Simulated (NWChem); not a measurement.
Molecule: C₂H₅S, doublet; SMILES C[CH]S

```xyz
8

C      0.2587     1.6859    -0.0354
C     -0.5901     0.4635     0.0871
S      0.0560    -1.1600    -0.0285
H      0.6185     1.8516    -1.0655
H     -0.3079     2.5761     0.2608
H      1.1489     1.6280     0.6061
H     -1.6532     0.5091    -0.1273
H      1.2858    -0.9014     0.4719
```
Atoms are numbered in this order, from 1.

Program: NWChem. Pople sets run with spherical d functions. Spin-unrestricted. Medium grid unless said otherwise, to which SCAN and Minnesota functionals are sensitive. All runs use the structure optimised with B3LYP/6-31G* (spherical d), spin-unrestricted. No stability test was run on the SCF state. Level r2SCAN/6-31G*: single points from the atomic guess with DIIS by default; each run changes one setting, and all converged runs end within 0.3 mHa of each other.

Task: Which setting needs the most SCF iterations, or fails (no level shifting; DIIS on 20 Fock matrices; defaults; core-Hamiltonian guess; DIIS on 3 Fock matrices)?

Result: core-Hamiltonian guess, with 13 against 9 for the defaults.
| setting | SCF iterations |
|---|---|
| defaults | 9 |
| no level shifting | 9 |
| DIIS on 20 Fock matrices | 8 |
| core-Hamiltonian guess | 13 |
| DIIS on 3 Fock matrices | 9 |
